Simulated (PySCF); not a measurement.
dimethyl telluride cation (C2H6Te), SMILES C[Te]C (connectivity only; charge and spin as stated), charge +1, multiplicity 2.

The structure is a stationary point at B3LYP-D3(BJ)/def2-SVP. The multiplicity is an assumed one; other spin states were not compared. The def2 effective core potentials stand for the cores of Te; spin–orbit coupling is left out.

Method: PySCF with r2SCAN/def2-TZVPD.

```
Item                                                                Value
------------------------------------------------  -----------------------
total energy                                           -347.63900 hartree
point group                                                           C2v
α spin, highest occupied and lowest empty level       -12.47 and -6.90 eV
β spin, highest occupied and lowest empty level      -13.41 and -10.35 eV
dipole moment about the centre of nuclear charge                0.369 e·Å
mean static polarisability                           56.4 bohr³ (8.36 Å³)
polarisability, principal values                   43.3, 57.4, 68.6 bohr³
⟨S²⟩                                              0.757 (pure state 0.75)
```
